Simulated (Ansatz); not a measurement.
Species: InI2, charge 0, multiplicity 2. It need not be the lowest isomer of its formula. 
Coordinates optimised at B3LYP-D3(BJ)/def2-TZVP (Ansatz, a first-principles code):
```xyz
3

In     0.7797     0.3819     0.2539
I     -0.7476     1.6431    -1.6656
I      0.0268    -1.9962     1.4308
```
Charge 0, spin multiplicity 2.

Basis-set convergence of Hartree-Fock and MP2 correlation energies (hartree) with Ansatz. Correlated levels leave the core frozen unless marked. Open shells are spin-unrestricted. Spin-orbit coupling is left out. The frozen core is the preceding noble-gas configuration, with the filled d and f shells of earlier blocks. Past Kr the def2 sets carry scalar-relativistic core potentials.

```
basis        functions       E(HF)  E(corr, MP2)
-----------  ---------  ----------  ------------
def2-SVPD          102  -782.63274      -0.23779
def2-TZVPPD        174         [?]           [?]
```

Problem. Complete the blanks.

Solution. 
- def2-TZVPPD, E(HF): -782.65332
- def2-TZVPPD, E(corr, MP2): -0.31297
